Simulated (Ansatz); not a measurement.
C2H5AlN2 can be A, `C#[C][Al]([NH2])[NH2]`, or B, `NC#[C][AlH][NH2]`.

Isolated molecules relaxed with PBE0-D4/def2-TZVP in Ansatz; ΔE leaves out vibrations. CCSD(T)/CBS adds triple-zeta CCSD(T) − MP2 to the extrapolated MP2 energy (def2 sets, frozen cores). Functionals use def2-TZVPP. Each species was taken in one conformer, which may not be the lowest.

(1) Which isomer does CCSD(T)/CBS put lower? Give the gap. (Estimate.)

(2) Give E(B) − E(A) in kJ/mol with CCSD(T)/def2-SVP, HF/def2-TZVPP, PBE-D4, PBE0-D4, BLYP-D4, CCSD(T)/def2-TZVPP, LDA (SPW92). (Estimate.)

(3) Does the order hold for the free energy at 298.15 K (harmonic terms from PBE0-D4)? (An estimate is asked.)

Largest T1 diagnostic: 0.013.

Answers

(1) The calculation gave: A, by 140.5 kJ/mol.

(2) The calculation gave: CCSD(T)/def2-SVP 114.9, HF/def2-TZVPP 130.1, PBE-D4 107.3, PBE0-D4 112.5, BLYP-D4 119.2, CCSD(T)/def2-TZVPP 136.9, LDA (SPW92) 96.3. None reverses the order clearly.

(3) The calculation gave: Yes: G(B) − G(A) = +135.4 kJ/mol, for one conformer each.

From PBE to PBE0 (25 % exact exchange), in def2-TZVPP and without D4, E(B) − E(A) moves by +5.3 kJ/mol. Leaving LDA and LC-ωPBE aside and taking each functional with its dispersion term where it has one, the values, not all of them listed here, spread over 21.9 kJ/mol, from PBE-D4 to B2PLYP. LDA lies −9.7 kJ/mol from PBE without D4.
